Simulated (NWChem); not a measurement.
System: CH3FOSi; SMILES C(=O)[SiH2]F

Parts of the log:

```
             Northwest Computational Chemistry Package (NWChem) 7.3.0
             --------------------------------------------------------

                             Geometry "geometry" -> ""
                             -------------------------

 Output coordinates in angstroms (scale by  1.889725989 to convert to a.u.)

  No.       Tag          Charge          X              Y              Z
 ---- ---------------- ---------- -------------- -------------- --------------
    1 O                    8.0000     0.08221000    -2.08467200     0.00000000
    2 C                    6.0000    -0.53613100    -1.04816600     0.00000000
    3 Si                  14.0000     0.46737800     0.59038400     0.00000000
    4 F                    9.0000    -0.55182000     1.85810400     0.00000000
    5 H                    1.0000    -1.66161200    -1.05142800     0.00000000
    6 H                    1.0000     1.30073400     0.63656100    -1.23067500
    7 H                    1.0000     1.30073400     0.63656100     1.23067500

 Effective nuclear repulsion energy (a.u.)     154.8024224440

  pbe96 is a nonlocal functional; adding pw91lda local functional.

                                 NWChem DFT Module
                                 -----------------

 Summary of "ao basis" -> "ao basis" (spherical)
 ------------------------------------------------------------------------------
       Tag                 Description            Shells   Functions and Types
 ---------------- ------------------------------  ------  ---------------------
 O                          def2-svp                 6       14   3s2p1d
 C                          def2-svp                 6       14   3s2p1d
 Si                         def2-svp                 8       18   4s3p1d
 F                          def2-svp                 6       14   3s2p1d
 H                          def2-svp                 3        5   2s1p

 in cosmo_initialize ...
 calling solv_data for solv:dmso

 solvent parameters
 solvname_short: dmso
 solvname_long:  dimethylsulfoxide
 dielec:       46.8260
 dielecinf:     2.0079
 nonaqueous SMD model solvent descriptors
 dielec:       46.8260
 sola:          0.0000
 solb:          0.8800
 solc:          0.0000
 solg:         61.7800
 solh:          0.0000
 soln:          1.4170

[...]

                                COSMO-SMD solvation results
                                ---------------------------

             internal energy in gas <Psi(g)|H|Psi(g)> =      -503.857219672420
         internal energy in solvent <Psi(s)|H|Psi(s)> =      -503.856689128320
                               delta internal energy  =         0.000530544100 (    0.33 kcal/mol)
   total free energy in solvent <Psi(s)|H+V/2|Psi(s)> =      -503.861798113565
 polarization energy contribution <Psi(s)|V/2|Psi(s)> =        -0.005108985245 (   -3.21 kcal/mol)
    total free energy in solvent including G(SMD-CDS) =      -503.860642613843
                       G(SMD-CDS) energy contribution =         0.001155499721 (    0.73 kcal/mol)
     1 M fixed-concentration free energy of solvation =        -0.003422941423 (   -2.15 kcal/mol)

                       DFT Final Molecular Orbital Analysis
                       ------------------------------------

 Vector   18  Occ=2.000000D+00  E=-3.398696D-01
              MO Center=  4.0D-02,  5.0D-01, -4.0D-09, r^2= 3.5D+00
   Bfn.  Coefficient  Atom+Function         Bfn.  Coefficient  Atom+Function
  ----- ------------  ---------------      ----- ------------  ---------------
    50      0.409645  4 F  px                53     -0.282089  4 F  px
     4     -0.269875  1 O  px                19     -0.236035  2 C  py
    51      0.192332  4 F  py                17     -0.178952  2 C  s
     7     -0.163360  1 O  px                66      0.161241  6 H  s
    71      0.161241  7 H  s                 31      0.146734  3 Si s

 Vector   19  Occ=2.000000D+00  E=-2.994127D-01
              MO Center=  7.4D-01,  7.2D-01, -2.5D-08, r^2= 2.8D+00
   Bfn.  Coefficient  Atom+Function         Bfn.  Coefficient  Atom+Function
  ----- ------------  ---------------      ----- ------------  ---------------
    52      0.321276  4 F  pz                66     -0.307380  6 H  s
    71      0.307380  7 H  s                 38      0.253607  3 Si pz
    55     -0.229024  4 F  pz                67     -0.209998  6 H  s
    72      0.209998  7 H  s                  6     -0.147137  1 O  pz
    35     -0.136352  3 Si pz                 9     -0.100937  1 O  pz

 Vector   20  Occ=2.000000D+00  E=-2.015089D-01
              MO Center= -1.8D-01, -1.3D+00, -2.0D-11, r^2= 2.3D+00
   Bfn.  Coefficient  Atom+Function         Bfn.  Coefficient  Atom+Function
  ----- ------------  ---------------      ----- ------------  ---------------
     4      0.440874  1 O  px                 7      0.327990  1 O  px
     5      0.290152  1 O  py                61      0.264458  5 H  s
    31     -0.242522  3 Si s                  8      0.235445  1 O  py
    62      0.222148  5 H  s                 17     -0.206042  2 C  s
    37      0.166156  3 Si py                18     -0.157934  2 C  px

 Vector   21  Occ=0.000000D+00  E=-9.584635D-02
              MO Center= -2.3D-01, -1.1D+00,  2.2D-09, r^2= 2.0D+00
   Bfn.  Coefficient  Atom+Function         Bfn.  Coefficient  Atom+Function
  ----- ------------  ---------------      ----- ------------  ---------------
    20      0.486506  2 C  pz                23      0.453997  2 C  pz
     6     -0.430351  1 O  pz                 9     -0.413181  1 O  pz
    41      0.242885  3 Si pz                67      0.237477  6 H  s
    72     -0.237477  7 H  s                 66      0.090432  6 H  s
    71     -0.090432  7 H  s                 45      0.088364  3 Si d  1

[...]
```

Level: PBE/def2-SVP, SMD on the gas-phase geometry. Geometry: optimised at PBE0/def2-SVP. Solvent: dimethyl sulfoxide.

Q: Reconstruct the input file.

A: One answer among several that fit: the input that was run:
```
start job
memory heap 200 mb stack 900 mb global 1100 mb
geometry units angstroms noautosym nocenter noautoz
  O      0.082210    -2.084672     0.000000
  C     -0.536131    -1.048166     0.000000
  Si     0.467378     0.590384     0.000000
  F     -0.551820     1.858104     0.000000
  H     -1.661612    -1.051428     0.000000
  H      1.300734     0.636561    -1.230675
  H      1.300734     0.636561     1.230675
end
basis spherical
  O library def2-svp
  C library def2-svp
  Si library def2-svp
  F library def2-svp
  H library def2-svp
end
dft
  xc xpbe96 cpbe96
  iterations 150
end
cosmo
  do_cosmo_smd true
  solvent dmso
end
task dft energy
```
